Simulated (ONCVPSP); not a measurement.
## arsenic (As), ONCV: configuration errors across variants

As (Z = 33), optimised norm-conserving Vanderbilt (ONCV), made with ONCVPSP 4.0.1 (PBE, scalar-relativistic). Core [Ar], reference 3d10 4s1.5 4p3.5. Waves: 4s: rc 1.65 bohr, ncon 4, nbas 7, qcut 3.7 1/bohr, 1 projector; 4p: rc 2.00 bohr, ncon 3, nbas 7, qcut 4.8 1/bohr, 3 projectors, debl 1.8 Ha; 3d: rc 1.15 bohr, ncon 5, nbas 9, qcut 12.4 1/bohr, 2 projectors, debl 2.6 Ha. Local part: polynomial inside 1.15 bohr (lpopt 5, dvloc0 2 Ha). Core correction: Teter function fitted to the true core (icmod 2), fcfact 0.55.

All-electron excitation energies from the reference (eV): (1) 3d10 4s2 4p3 -4.679; (2) 3d10 4s2 4p2 4.470; (3) 3d10 4s2 4p1 22.388; (4) 3d10 4s1 4p0 100.739.

A true bound ghost makes a file unfit for plane-wave use even where its test errors are small: the radial tests pick states by their node count and pass the ghost by.

Errors AE − PS in meV (a dash: test not solved or not reliable):

| change | (1) | (2) | (3) | (4) | bound ghosts | GHOST(+) flags above zero |
| --- | --- | --- | --- | --- | --- | --- |
| base | +1.4 | -0.5 | +2.6 | +82 | none | s |
| local potential polynomial inside 1.15 bohr (lpopt 5, dvloc0 -2.5 Ha) | +0.9 | -1.1 | -9.1 | -52 | s | p |
| local potential polynomial inside 1.15 bohr (lpopt 5, dvloc0 3 Ha) | +1.2 | -0.7 | -1.2 | +26 | none | s |
| local potential polynomial inside 1.15 bohr (lpopt 5, dvloc0 5 Ha) | +1.1 | -0.8 | -3.6 | -1.8 | none | s |
| local potential polynomial inside 1.15 bohr (lpopt 5, dvloc0 7.5 Ha) | +1.0 | -0.9 | -4.7 | -13 | none | none |
| local potential polynomial inside 1.15 bohr (lpopt 5, dvloc0 9 Ha) | +1.0 | -0.9 | -5.0 | -17 | none | none |

Task: Give the same row for: local potential polynomial inside 1.15 bohr (lpopt 5, dvloc0 -0.5 Ha).

Result: +0.6, -1.4, -15, –; bound ghosts: s; GHOST(+) flags above zero: p.
